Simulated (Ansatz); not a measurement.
Reaction (cleavage of the Si–Al bond): `[OH][AlH][SiH3]` + `N[Si](N)(O)O` → `N[Si](N)(O)O[SiH3]` + `[OH][AlH2]`

Computed with Ansatz on PBE0-D4/def2-TZVP structures; ΔE is electronic, products minus reactants. CBS: MP2 limit from def2 TZ/QZ plus the TZ coupled-cluster correction, frozen cores. This one scheme is used for every species. DFT in def2-TZVPP. One conformer a species, not always the lowest.

`[OH][AlH][SiH3]`:

Cartesian coordinates in Å:
```
O 1.395 -0.853 -1.450
Al -0.022 -0.894 -0.514
Si -0.427 1.048 0.918
H 1.648 -1.556 -2.047
H -0.980 -2.159 -0.627
H -0.674 0.623 2.327
H -1.648 1.780 0.470
H 0.707 2.011 0.922
```

`N[Si](N)(O)O`:

Z-matrix (Å, degrees):
```
Si
N 1 1.697
O 1 1.647 2 101.9
N 1 1.699 2 112.2 3 -125.3
O 1 1.648 2 115.2 3 119.1
H 2 1.004 1 122.0 3 -9.8
H 2 1.004 1 122.6 3 154.1
H 3 0.958 1 115.5 2 163.0
H 4 1.005 1 122.6 2 69.7
H 4 1.005 1 120.4 2 -134.8
H 5 0.958 1 115.3 2 -30.2
```

`N[Si](N)(O)O[SiH3]`:

```xyz
14

N     0.978   -0.658   -1.397
Si    0.534    0.588   -0.323
N    -0.597    1.547   -1.135
O     1.675    1.654    0.181
O     0.050   -0.192    1.042
Si   -1.075   -1.274    1.521
H     1.304   -0.435   -2.323
H     1.399   -1.504   -1.051
H    -0.766    2.502   -0.874
H    -1.328    1.155   -1.702
H     2.088    1.451    1.021
H    -2.367   -1.047    0.820
H    -1.278   -1.126    2.984
H    -0.617   -2.660    1.236
```

`[OH][AlH2]`:

Cartesian coordinates in Å:
```
O -0.348 0.433 1.082
Al 0.286 -0.021 -0.423
H -1.091 -0.004 1.494
H -0.362 -1.231 -1.215
H 1.515 0.823 -0.938
```

| level | ΔE (kJ/mol) |
| --- | --- |
| ωB97X-V | -98.4 |
| B2PLYP | -102.5 |
| SCS-MP2/def2-QZVPP | -113.4 |
| HF/CBS(def2) | -125.5 |

(1) What does CCSD(T)/CBS give? (An estimate is asked.)

Largest T1 diagnostic among the species: 0.014.

Answers

(1) The calculation gave: -99.9 kJ/mol. The listed levels differ from it by 1.5, -2.6, -13.5, -25.6 kJ/mol.

From PBE to PBE0 (25 % exact exchange), in def2-TZVPP and without D4, ΔE moves by −8.6 kJ/mol. The D4 term adds −6.2 kJ/mol with B3LYP and −3.7 kJ/mol with PBE0; it sums over pairs of atoms, weighted by their polarisabilities, and B3LYP, whose exchange is more repulsive, gets the larger term. In def2-TZVPP, CCSD(T) changes the Hartree–Fock value by +22.5 kJ/mol (the triples alone add +2.4 kJ/mol) and MP2 by +13.6 kJ/mol.

B3LYP here is the variant with VWN-RPA as its local correlation; programs differ in this.
